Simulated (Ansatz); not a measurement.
[NbO2(OH)2]- (NbO4H2⁻). Total charge -1; singlet. Geometry r2SCAN-D4/def2-SVPD; atoms count from 1.

```
atom   x (Å)   y (Å)   z (Å)
 Nb1  -0.115  -0.272   0.359
  O2  -0.578  -1.752   1.203
  O3   0.034   1.077   1.490
  O4  -1.499   0.191  -1.002
  H5  -1.772   1.113  -1.044
  O6   1.644  -0.534  -0.549
  H7   2.287   0.177  -0.458
```

In the def2 sets Nb takes a core potential; there is no spin–orbit coupling.

Question: Estimate the Mulliken populations from the PBE0/def2-TZVPD orbitals of Ansatz.

Answer: 
| atom | charge (e) | d electrons |
| --- | --- | --- |
| Nb1 | 2.35 | 2.53 |
| O2 | -0.98 | – |
| O3 | -0.99 | – |
| O4 | -0.95 | – |
| H5 | 0.26 | – |
| O6 | -0.95 | – |
| H7 | 0.26 | – |
Mulliken values and Mayer orders depend strongly on the basis. With diffuse functions, as here, like atoms can get unlike values, and bond orders can come out too low or too high.

Question: And the Mayer bond orders between bonded heavy atoms (over 0.3)?

Answer: Nb1–O2 1.44 (1.77 Å); Nb1–O3 1.42 (1.77 Å); Nb1–O4 0.45 (2.00 Å); Nb1–O6 0.45 (2.00 Å).
